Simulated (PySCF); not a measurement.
**Correlation energy of La (lanthanum, neutral)**

[Xe] 5d3, high-spin 4F determinant (an excited configuration). All numbers are calculated (PySCF 2.14, a scalar-relativistic core potential, in def2-TZVPPD with the def2 core potential (46 electrons)). Frozen: nothing; 11 electrons correlated.

```
  level  correlation energy (mhartree)
   CCSD                        -201.56
    (T)                          -6.50
CCSD(T)                        -208.06
```

Diagnostics: T1 = 0.0069, D1 = 0.0130, largest double amplitude 0.036.

**Question.** Is a single reference adequate?

**Answer.** Yes, within this model without spin-orbit coupling: T1 lies below 0.03 and no double amplitude reaches 0.07.

The basis has no tight functions for the innermost shells, so their pair energies are far from complete.
